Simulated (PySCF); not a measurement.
**Working out the ionisation energy of As⁺**

As⁺ [Ar] 3d10 4s2 4p2 (3P) → As²⁺ [Ar] 3d10 4s2 4p1 (2P). All numbers are calculated (PySCF 2.14, scalar relativity through the core potential, in cc-pVDZ-PP with ECP10MDF). Frozen: 3s2 3p6 3d10. Energies in hartree (1 hartree = 27.21139 eV):

```tsv
part	As⁺ (lower)	As²⁺ (upper)
UHF	-330.850759	-330.190178
CCSD correlation	-0.058690	-0.048108
(T)	-0.000614	-0.000388
```

What does Hartree-Fock give?

(-330.190178) − (-330.850759) = 0.660581 hartree = 17.975 eV.

What do CCSD and CCSD(T) give?

The CCSD correlation energies differ by 0.010582 hartree = 0.288 eV and the triples by 0.000226 hartree = 0.006 eV, so CCSD gives 18.263 eV and CCSD(T) 18.269 eV.

Reference: 18.589 eV (measured; NIST Atomic Spectra Database, ionization energies), between the lowest levels; spin-orbit coupling is absent from the calculation.

A double-zeta basis recovers only part of the correlation energy.

What remains against the reference includes basis incompleteness, the frozen core and higher excitations.
